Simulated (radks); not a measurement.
Results of a calculation; reference values are marked as such.
Species: Mn20+. Configuration: [He] 2s2 2p1. Code: a radial shooting solver on a logarithmic mesh with Libxc functionals. Model: scalar-relativistic Kohn-Sham, LDA (Slater exchange, VWN5 correlation), spin-polarised, spherical densities, finite nucleus; open shells are filled with parallel spins first; Fermi nuclear charge, rms radius 3.7057 fm. Some entries of the table are withheld. Estimate them.

orbital,occ.,eigenvalue (eV),<r> (bohr),<r^2> (bohr^2)
1s up,1,-7567.922,0.06070,(1)
1s down,1,-7560.998,0.06065,(2)
2s up,1,-1656.230,0.2559,0.07663
2s down,1,-1644.641,0.2567,0.07713
2p up,1,(3),0.2197,0.05831
2p down,0,(4),0.2206,0.05881

Answer. 
(1) 1s up <r^2> (bohr^2): 0.004946
(2) 1s down <r^2> (bohr^2): 0.004936
(3) 2p up eigenvalue (eV): -1586.713
(4) 2p down eigenvalue (eV): -1572.592
